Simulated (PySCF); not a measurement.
One of the candidates below gave these computed data.

All candidates are C5H11NOSi3.

- 1H NMR: chemical shifts (computed TMS as zero) by class: 5.19 (3 H), 5.13 (1 H), 4.27 (3 H), 2.57 (1 H), 2.21 (1 H), 1.30 (1 H), 0.91 (1 H) ppm [GIAO PBE0/pcSseg-1]
- Dipole: 3.98 D [PBE0/pcSseg-1]
- NMR, other nuclei: isotropic shieldings of nuclei other than C and H, by class: -30 (1 N), 317 (1 O), 388 (1 Si), 391 (1 Si), 448 (1 Si) ppm [GIAO PBE0/pcSseg-1]
- Rotational structure: rotational constants A, B, C: 0.719, 0.454, 0.325 GHz [GFN2-xTB]
- 13C NMR: chemical shifts (computed TMS as zero) by class: 125.4 (1 C), 118.8 (1 C), 113.1 (1 C), 19.3 (1 C), 11.5 (1 C) ppm [GIAO PBE0/pcSseg-1]

The electronic properties come from PySCF, for the isolated species, density fitting. Levels stand in brackets. One conformer (not necessarily the lowest) at the GFN2-xTB geometry, without solvent, vibrations or thermal averaging. NMR classes are plain means over equivalent atoms (diastereotopic ones count apart unless rotation or inversion swaps them), as if these changed places fast.

Task: Which candidate is it?
A. `N#C[Si@@H]1[C@H](C=O)C[Si@@H]1C[SiH3]`
B. `N#CCC[Si@H](C#C[SiH3])O[SiH3]`
C. `N#C[Si@H]1C[Si@@H](C(=O)C[SiH3])C1`
D. `N#C[Si@@H]1[C@@H](C=O)C[Si@@H]1C[SiH3]`
E. `C=C(C)O[Si@@H]1[SiH2]C[Si@H]1C#N`

Result: B. It is `N#CCC[Si@H](C#C[SiH3])O[SiH3]`. Numbering: `[N:1]#[C:2][CH2:3][CH2:4][Si@H:5]([C:6]#[C:7][SiH3:8])[O:9][SiH3:10]`. Its formula, C5H11NOSi3, gives 4 degrees of unsaturation: 0 rings and 4 π bonds in the structure found. 5 carbons fall into 5 classes; from least to most shielded: nitrile carbon [C2] (125.4 ppm), alkyne carbon [C6] (118.8 ppm), alkyne carbon [C7] (113.1 ppm), sp3 carbon bound to silicon [C4] (19.3 ppm), sp3 carbon next to a nitrile [C3] (11.5 ppm). Hydrogen classes from least to most shielded: 3 H on an oxygen-bound silicon, Si10 (5.19 ppm), 1 H on an oxygen-bound silicon, Si5 (5.13 ppm), 3 H on an SiH3 silicon, Si8 (4.27 ppm), 1 H on an sp3 carbon next to a nitrile, C3 (2.57 ppm), 1 H on an sp3 carbon next to a nitrile, C3 (2.21 ppm), 1 H on an sp3 carbon bound to silicon, C4 (1.30 ppm), 1 H on an sp3 carbon bound to silicon, C4 (0.91 ppm). The other shieldings belong to: -30 ppm, nitrile nitrogen [N1]; 317 ppm, siloxane oxygen [O9]; 388 ppm, oxygen-bound silicon [Si5]; 391 ppm, oxygen-bound silicon [Si10]; 448 ppm, SiH3 silicon [Si8]. The optimised geometry has point group C1 and is an asymmetric top.

The others, at the same levels:
- `N#C[Si@@H]1[C@@H](C=O)C[Si@@H]1C[SiH3]` fails: its computed 13C shifts are 208.9 (1 C), 127.0 (1 C), 53.4 (1 C), 17.7 (1 C), -5.4 (1 C) ppm, 1H shifts are 10.23 (1 H), 5.96 (1 H), 4.66 (1 H), 4.32 (3 H), 3.49 (1 H), 1.98 (1 H), 1.76 (1 H), 0.27 (1 H), -0.08 (1 H) ppm and rotational constant A is 1.070 GHz (against 0.719 GHz).
- `N#C[Si@@H]1[C@H](C=O)C[Si@@H]1C[SiH3]` fails: its computed 13C shifts are 206.5 (1 C), 123.4 (1 C), 49.6 (1 C), 16.7 (1 C), -7.9 (1 C) ppm, 1H shifts are 10.13 (1 H), 5.28 (1 H), 5.28 (1 H), 4.07 (3 H), 3.50 (1 H), 2.08 (1 H), 1.73 (1 H), 1.58 (1 H), 0.41 (1 H) ppm and rotational constant A is 0.984 GHz (against 0.719 GHz).
- `N#C[Si@H]1C[Si@@H](C(=O)C[SiH3])C1` fails: it has 4 carbon classes against 5; its computed 13C shifts are 250.1 (1 C), 127.6 (1 C), 36.9 (1 C), 3.3 (2 C) ppm, 1H shifts are 5.38 (1 H), 4.93 (1 H), 3.92 (3 H), 3.00 (2 H), 0.97 (2 H), 0.90 (2 H) ppm and rotational constant A is 1.162 GHz (against 0.719 GHz).
- `C=C(C)O[Si@@H]1[SiH2]C[Si@H]1C#N` fails: its computed 13C shifts are 165.5 (1 C), 125.5 (1 C), 92.1 (1 C), 24.9 (1 C), -5.0 (1 C) ppm, 1H shifts are 6.56 (1 H), 5.28 (1 H), 4.76 (1 H), 4.70 (1 H), 4.30 (1 H), 3.86 (1 H), 1.93 (3 H), 1.00 (1 H), 0.79 (1 H) ppm and rotational constant A is 1.356 GHz (against 0.719 GHz).

Each candidate is one conformer, not necessarily the lowest. Dipoles, sizes and rotational constants follow the conformer. The torsions of the flexible species, by atom-mapped SMILES:
- `[N:1]#[C:2][CH2:3][CH2:4][Si@H:5]([C:6]#[C:7][SiH3:8])[O:9][SiH3:10]`: C2–C3–C4–Si5 178°, C3–C4–Si5–C6 58°, C4–Si5–O9–Si10 50°
- `[N:1]#[C:2][Si@@H:3]1[C@@H:4]([CH:5]=[O:6])[CH2:7][Si@@H:8]1[CH2:9][SiH3:10]`: Si3–C4–C5–O6 73°, C7–Si8–C9–Si10 -31°
- `[N:1]#[C:2][Si@@H:3]1[C@H:4]([CH:5]=[O:6])[CH2:7][Si@@H:8]1[CH2:9][SiH3:10]`: Si3–C4–C5–O6 -85°, C7–Si8–C9–Si10 -155°
- `[N:1]#[C:2][Si@H:3]1[CH2:4][Si@@H:5]([C:6](=[O:7])[CH2:8][SiH3:9])[CH2:10]1`: C4–Si5–C6–O7 -136°, Si5–C6–C8–Si9 172°
- `[CH2:1]=[C:2]([CH3:3])[O:4][Si@@H:5]1[SiH2:6][CH2:7][Si@H:8]1[C:9]#[N:10]`: C1–C2–O4–Si5 9°, C2–O4–Si5–Si6 -78°
